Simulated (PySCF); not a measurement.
CuF (SMILES [F][Cu]), singlet, geometry from GFN2-xTB (such geometries of metal compounds can be far from the true shape); HF/def2-TZVP run with PySCF.

Input for PySCF:
```python
from pyscf import gto, scf

mol = gto.Mole()
mol.atom = '''
    Cu   -0.00000000   -0.00000000   -0.40615773
    F     0.00000000    0.00000000    1.30873047
'''
mol.basis = 'def2-tzvp'
mol.verbose = 4
mol.build()

mf = scf.RHF(mol)
mf.kernel()
```

It wrote (shortened):

```
PySCF version 2.14.0

[INPUT] verbose = 4
[INPUT] num. atoms = 2
[INPUT] num. electrons = 38
[INPUT] charge = 0
[INPUT] spin (= nelec alpha-beta = 2S) = 0
[INPUT] symmetry False subgroup None
[INPUT] Mole.unit = angstrom
[INPUT] Symbol           X                Y                Z      unit          X                Y                Z       unit  Magmom
[INPUT]  1 Cu     0.000000000000   0.000000000000  -0.406157730000 AA    0.000000000000   0.000000000000  -0.767526873075 Bohr   0.0
[INPUT]  2 F      0.000000000000   0.000000000000   1.308730470000 AA    0.000000000000   0.000000000000   2.473142159173 Bohr   0.0

nuclear repulsion = 80.5389249573937
number of shells = 26
number of NR pGTOs = 138
number of NR cGTOs = 76
basis = def2-tzvp
ecp = {}

******** <class 'pyscf.scf.hf.RHF'> ********
method = RHF
initial guess = minao
damping factor = 0
level_shift factor = 0
DIIS = <class 'pyscf.scf.diis.CDIIS'>
diis_start_cycle = 1
diis_space = 8
diis_damp = 0
SCF conv_tol = 1e-09
SCF conv_tol_grad = None
SCF max_cycles = 50
direct_scf = True
direct_scf_tol = 1e-13
Set gradient conv threshold to 3.16228e-05
Initial guess from minao.
init E= -1737.83443911852
  HOMO = -0.327435945540737  LUMO = -0.0547549895384805  gap/eV = 7.42003
cycle= 1 E= -1738.28062124059  delta_E= -0.446  |g|= 1.09  |ddm|= 0.981
  HOMO = -0.326705844189591  LUMO = -0.0113690950449907  gap/eV = 8.58075
cycle= 2 E= -1738.27550641809  delta_E= 0.00511  |g|= 1.29  |ddm|= 0.717
  HOMO = -0.412224032147354  LUMO = 0.00247285406815223  gap/eV = 11.28448
cycle= 3 E= -1738.40961283514  delta_E= -0.134  |g|= 0.113  |ddm|= 0.332
  HOMO = -0.43402811809879  LUMO = 0.00457968772850137  gap/eV = 11.93513
cycle= 4 E= -1738.41124922774  delta_E= -0.00164  |g|= 0.0326  |ddm|= 0.057
  HOMO = -0.429898927669842  LUMO = 0.00690417640069541  gap/eV = 11.88602
cycle= 5 E= -1738.41168756679  delta_E= -0.000438  |g|= 0.0159  |ddm|= 0.0473
  HOMO = -0.431065912150456  LUMO = 0.00704788883351171  gap/eV = 11.92168
cycle= 6 E= -1738.41183257163  delta_E= -0.000145  |g|= 0.0052  |ddm|= 0.0341
  HOMO = -0.430897304452428  LUMO = 0.00705972407752142  gap/eV = 11.91742
cycle= 7 E= -1738.4118690948  delta_E= -3.65e-05  |g|= 0.00238  |ddm|= 0.0159
  HOMO = -0.430805677103147  LUMO = 0.0070703807222614  gap/eV = 11.91521
cycle= 8 E= -1738.41188222466  delta_E= -1.31e-05  |g|= 0.000854  |ddm|= 0.0116
  HOMO = -0.430812033106268  LUMO = 0.00706173199503013  gap/eV = 11.91515
cycle= 9 E= -1738.4118836686  delta_E= -1.44e-06  |g|= 0.000149  |ddm|= 0.00459
  HOMO = -0.430777675965036  LUMO = 0.00706548045290134  gap/eV = 11.91432
cycle= 10 E= -1738.41188369585  delta_E= -2.73e-08  |g|= 3.85e-05  |ddm|= 0.000644
  HOMO = -0.430776023187553  LUMO = 0.00706558345098074  gap/eV = 11.91428
cycle= 11 E= -1738.41188369662  delta_E= -7.69e-10  |g|= 1.06e-05  |ddm|= 6.76e-05
  HOMO = -0.430775637374129  LUMO = 0.0070656331948129  gap/eV = 11.91427
Extra cycle  E= -1738.41188369668  delta_E= -6.05e-11  |g|= 7.59e-06  |ddm|= 1.19e-05
converged SCF energy = -1738.41188369668
```
